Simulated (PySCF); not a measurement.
## Relaxation of triplet PdH4

Computed with PySCF, UPBE0, basis Pd def2-TZVP with ECP28, H def2-TZVP (scalar-relativistic core potentials, no spin–orbit coupling, density fitting). A (50,194) grid was used.

A start displaced from a saddle point along its imaginary mode, of Cs symmetry, held to at least that symmetry:

```xyz
5
charge 0 multiplicity 3, angstrom
Pd    0.0186    0.0164   -0.0026
H     1.3381   -0.3704    0.8552
H    -1.5514   -1.2448    0.3658
H    -0.4569    1.4247   -0.6486
H    -1.2798   -1.5309   -0.2998
```

Q: What does it relax to?

A: It ends at Cs with H–H 0.786 Å, Pd–H 1.618 Å (×2), Pd–H 1.889 Å, Pd–H 1.933 Å; H–H–Pd 75.0°, H–H–Pd 81.3°, H–Pd–H 23.7°, H–Pd–H 91.3° (×2), H–Pd–H 101.6° (×2), H–Pd–H 126.5° (after a last refinement on a finer grid). A frequency run shows 1 imaginary mode, down to 339i cm⁻¹, so it is a saddle point.

Q: How much energy is released, and in how many steps?

A: 11.3 kJ/mol in 13 steps.

With open d or f shells other occupations or spin states may lie lower. At this level a singlet minimum of D2 symmetry lies 231 kJ/mol below this structure.

The relaxation took roughly 70 core-seconds on a shared host.
